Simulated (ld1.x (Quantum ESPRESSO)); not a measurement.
# P (Z = 15) ultrasoft: all-electron and pseudo phase curves

* Element: phosphorus (P)
* Generator: ld1.x (Quantum ESPRESSO) 7.5
* Type: ultrasoft
* Functional: LDA (PZ)
* Relativity: fully relativistic
* Frozen core: [Ne]
* Valence charge: 5
* Reference configuration: 3s2 3p2 (charge +1)
* Partial waves: 3s (bound): rcut 1.45, rcutus 1.60 bohr; 3s channel at 0.05 Ry: rcut 1.45, rcutus 1.60 bohr; 3p (bound): rcut 1.40, rcutus 1.85 bohr; 3p channel at -0.45 Ry: rcut 1.40, rcutus 1.85 bohr
* Local potential: all-electron potential smoothed inside 1.60 bohr (lloc = -2)
* Core correction: a·sin(br)/r model core inside 1.05 bohr
* Augmentation charge: PSQ, inside the norm-conserving radii

Open shells are filled in proportion to 2j + 1 (rel_dist='average').

The phase is arctan(r·u′/u) with u = r·R(r), unwrapped; energies in Ry, scanned from -4 to 5 Ry. A pole is an energy at which the radial function vanishes at the test radius. The pseudo phase is shifted by a multiple of π to meet the all-electron one at the reference energy, and phase errors are pseudo minus all-electron; the curves can meet again beyond the range given. Levels narrower than the energy grid can be missing from the lists of poles.

```
channel  radius (bohr)  reference energy (Ry)  poles, all-electron  poles, pseudo  unbroken range about the reference energy with phases within 0.05 rad  phase error 1 Ry above the reference energy (rad)
      s           2.01                  -1.71                 0.39           0.39                                                              below 4.9                                             -0.000
   p1/2           2.01                  -1.05                 1.42           1.42                                                        the whole range                                             -0.000
   p3/2           2.01                  -1.05                 1.44           1.44                                                        the whole range                                             -0.000
```

Phases in the s channel:

| E (Ry) | all-electron | pseudo |
| --- | --- | --- |
| -4.00 | 1.155 | 1.155 |
| -3.52 | 1.067 | 1.067 |
| -3.04 | 0.911 | 0.910 |
| -2.56 | 0.574 | 0.574 |
| -2.08 | -0.170 | -0.170 |
| -1.60 | -0.913 | -0.913 |
| -1.12 | -1.249 | -1.249 |
| -0.64 | -1.408 | -1.408 |
| -0.16 | -1.501 | -1.501 |
| 0.32 | -1.563 | -1.563 |
| 0.80 | -1.611 | -1.611 |
| 1.28 | -1.651 | -1.651 |
| 1.76 | -1.689 | -1.689 |
| 2.24 | -1.727 | -1.727 |
| 2.72 | -1.768 | -1.769 |
| 3.20 | -1.816 | -1.819 |
| 3.68 | -1.879 | -1.883 |
| 4.16 | -1.966 | -1.976 |
| 4.64 | -2.102 | -2.128 |
